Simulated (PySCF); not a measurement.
Rapidly exchanging positions averaged, non-relativistic, one conformer, no solvent. Coordinates at the PBE0-D3(BJ)/def2-SVP level; shielding tensors at PBE0/pcSseg-1 (GIAO); PySCF 2.14.0 with density-fitted response routines.

Referencing at the same level of theory: TMS for ¹H (31.27 ppm) and ¹³C (184.41 ppm). Carbons bonded to boron are broad in practice. Shifts are as computed. Against solution values, carbons near 30 ppm lie about +2 ppm off and those near 130 ppm about +5 ppm; carbons on Cl a further +5 ppm. Of 1313 compounds with measured shifts, 239 miss one by over three times the rms of a fit or turn the order of signals round; such compounds aren't used in these exercises. Carbons bonded to Cl come out too deshielded.

(1) Order these molecules by the shift of their most deshielded carbon, lowest δ first.
A. C[N](C)[AlH2-][N+](C)(C)C
B. C/C=C/F
C. O=C(CC(Cl)(Cl)Cl)O[SiH3]
D. [BH3-][N+]#CCC

(2) Order these molecules by the shift of their most deshielded carbon-bound hydrogen, lowest δ first.
A. C[N](C)[AlH2-][N+](C)(C)C
B. C/C=C/F
C. O=C(CC(Cl)(Cl)Cl)O[SiH3]

(3) How many ¹³C and ¹H signals does each give (equivalence by symmetry and fast rotation, but not about amide C–N or C=N bonds)? `C[N](C)[AlH2-][N+](C)(C)C`, `C/C=C/F`, `O=C(CC(Cl)(Cl)Cl)O[SiH3]`, `[BH3-][N+]#CCC`

Answers

(1) A (45.5 ppm, methyl carbon bonded to N), D (117.1 ppm, nitrilium-type carbon), B (158.2 ppm, alkene CH), C (171.6 ppm, carbonyl carbon).

(2) A (2.67 ppm, hydrogen on a methyl carbon bonded to N), C (3.41 ppm, hydrogen on an sp3 CH2 α to a carbonyl), B (6.63 ppm, hydrogen on an alkene CH).

(3) C[N](C)[AlH2-][N+](C)(C)C: 2 C, 3 H; C/C=C/F: 3 C, 3 H; O=C(CC(Cl)(Cl)Cl)O[SiH3]: 3 C, 2 H; [BH3-][N+]#CCC: 3 C, 3 H.
